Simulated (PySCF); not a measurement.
**Assignment exercise: C₇H₁₂OSi₂**

Bonds (- single, = double, # triple, : aromatic): C1#C2, C2-Si3, Si3-C4, C4=C5, C5-C6, C6-C7, C6-C8, C5-Si9, Si9-O10, O10-Si3. C1 carries H11; Si3 carries H12; C4 carries H13; C6 carries H14; C7 carries H15, H16, H17; C8 carries H18, H19, H20; Si9 carries H21, H22. Stereochemistry as in C#C[Si@H]1C=C(C(C)C)[SiH2]O1. H22 is cis to C2 on the ring; H21 is trans to C2 on the ring.

Single conformer, one averaged value for each set of equivalent atoms, no solvent model, non-relativistic Hamiltonian. Geometry from GFN2-xTB; NMR shieldings at PBE0/pcSseg-1/GIAO; PySCF 2.14.

References, each an isolated molecule treated in the same way: 13C (σref 186.93), 1H (σref 31.72) vs TMS.

(1) Assign these signals to the numbered atoms. 13C{1H} NMR (computed): δ 183.5, 141.5, 102.2, 89.7, 38.4, 25.9, 22.2.

(2) Assign these signals to the numbered atoms. 1H NMR (500 MHz, computed): δ 6.67 (d, 1H), 5.48 (m, 1H), 5.43 (m, 1H), 5.29 (m, 1H), 2.52 (m, 1H), 1.99 (d, 1H), 1.22 (d, 3H), 1.08 (d, 3H).

Answers

(1) 
```tsv
δ (ppm)	atoms	environment	reason
183.5	C5	fully substituted alkene carbon	–
141.5	C4	alkene CH	the olefinic region
102.2	C1	terminal alkyne carbon	sp carbons lie upfield of alkene carbons because the cylindrical π system leaves one tensor component strongly shielded
89.7	C2	alkyne carbon	sp carbons lie upfield of alkene carbons because the cylindrical π system leaves one tensor component strongly shielded
38.4	C6	allylic sp3 CH	a saturated carbon with 3 carbon neighbours and no heteroatom attached
25.9	C7	methyl carbon	saturated and bonded to C and H only
22.2	C8	methyl carbon	–
```

(2) 
6.67 → H13, hydrogen on an alkene CH: olefinic region
5.48 → H22, hydrogen on a silicon bonded to C, O, in a 5-membered ring
5.43 → H12, hydrogen on a silicon bonded to 2 C, O, in a 5-membered ring
5.29 → H21, hydrogen on a silicon bonded to C, O, in a 5-membered ring
2.52 → H14, hydrogen on an allylic sp3 CH: allylic position
1.99 → H11, hydrogen on a terminal alkyne carbon: it lies on the axis of the triple bond, in its shielding cone
1.22 → H18/H19/H20, hydrogen on a methyl carbon
1.08 → H15/H16/H17, hydrogen on a methyl carbon

H22 and H12 lie closer than the usual error of such a calculation, so a measured spectrum could show them in the other order.

Shifts are as computed. Against solution values, carbons near 30 ppm lie about +3 ppm off and those near 130 ppm about +5 ppm. Of 1309 compounds with measured shifts, 239 miss one by over three times the rms of a fit or turn the order of signals round; such compounds aren't used in these exercises. Multiplicities follow the n + 1 count of equivalent neighbours, as no J values were calculated; m marks all less simple cases, F and P coupling included.
